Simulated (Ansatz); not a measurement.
A set of 12 reactions (hydrogenolysis), with CCSD(T)/CBS values in kJ/mol:

| reaction | ΔE |
| --- | --- |
| `FC(F)C(F)F` + H₂ → `FCF` + `FCF` | -48.2 |
| `[AlH2][BH]Cl` + H₂ → `BCl` + `[AlH3]` | -45.1 |
| `CC([SiH3])C=N` + H₂ → `CC[SiH3]` + `C=N` | -35.2 |
| `O[SiH](F)N[Si](O)(F)F` + H₂ → `O[SiH2]F` + `N[Si](O)(F)F` | 66.0 |
| `C=C([SiH3])NBF` + H₂ → `BF` + `C=C(N)[SiH3]` | 119.6 |
| `[NH2][SnH2][OH]` + H₂ → `[OH][SnH3]` + NH₃ | -17.0 |
| `[OH][AlH][SiH2]O` + H₂ → `O[SiH3]` + `[OH][AlH2]` | -29.9 |
| `[NH2][GeH2][CH]=O` + H₂ → `[NH2][GeH3]` + `C=O` | -38.3 |
| `BC#CBO` + H₂ → `BC#C` + `BO` | 37.0 |
| `C[SiH2]P` + H₂ → PH₃ + `C[SiH3]` | 1.8 |
| `COC(O)C=O` + H₂ → `COCO` + `C=O` | -18.6 |
| `N=C([SiH3])S` + H₂ → `N=C[SiH3]` + H₂S | -32.1 |

Gas-phase electronic energies from Ansatz, PBE0-D4/def2-TZVP geometries. CCSD(T)/CBS is the MP2 limit (def2-TZVPP, def2-QZVPP) plus CCSD(T) − MP2 in def2-TZVPP, frozen cores. This one scheme is used for every species. Functionals use def2-TZVPP. B3LYP here is the variant with VWN-RPA as its local correlation; programs differ in this. Elements past krypton have def2 core potentials. For Ge, Sn outer-core shells are correlated without core-valence functions, which leaves a few kJ/mol of doubt a bond. Scalar relativity is left out up to krypton. Each species was taken in one conformer, which may not be the lowest.

Give the mean, mean absolute and largest difference (level minus CCSD(T)/CBS, kJ/mol) for: PBE-D4, r2SCAN-D4, ωB97X-V, ωB97M-V, B2PLYP, PBE, r2SCAN, B3LYP, MP2/def2-TZVPP, SCS-MP2/def2-TZVPP, CCSD/def2-TZVPP, MP2/def2-QZVPP, SCS-MP2/def2-QZVPP, MP2/CBS(def2). (Estimate.)

Computed: 
```tsv
level	mean	mean absolute	largest
PBE-D4	7.3	8.6	18.0
r2SCAN-D4	6.2	6.9	15.3
ωB97X-V	-2.2	3.1	-7.2
ωB97M-V	-1.5	3.1	-7.6
B2PLYP	-5.6	5.8	-8.8
PBE	1.6	6.7	13.5
r2SCAN	4.6	5.5	14.3
B3LYP	-9.3	9.7	-15.5
MP2/def2-TZVPP	1.3	3.4	7.4
SCS-MP2/def2-TZVPP	-4.9	4.9	-11.3
CCSD/def2-TZVPP	-7.7	7.7	-12.8
MP2/def2-QZVPP	2.7	4.1	9.4
SCS-MP2/def2-QZVPP	-3.6	3.8	-9.7
MP2/CBS(def2)	3.8	4.7	11.0
```

The largest T1 diagnostic in the set is 0.016, for `BC#CBO` (customary mark 0.02).

CCSD(T)/CBS is a level of theory with its own doubt, and the functionals carry their triple-zeta basis error, so these figures describe this set and don't rank the functionals.
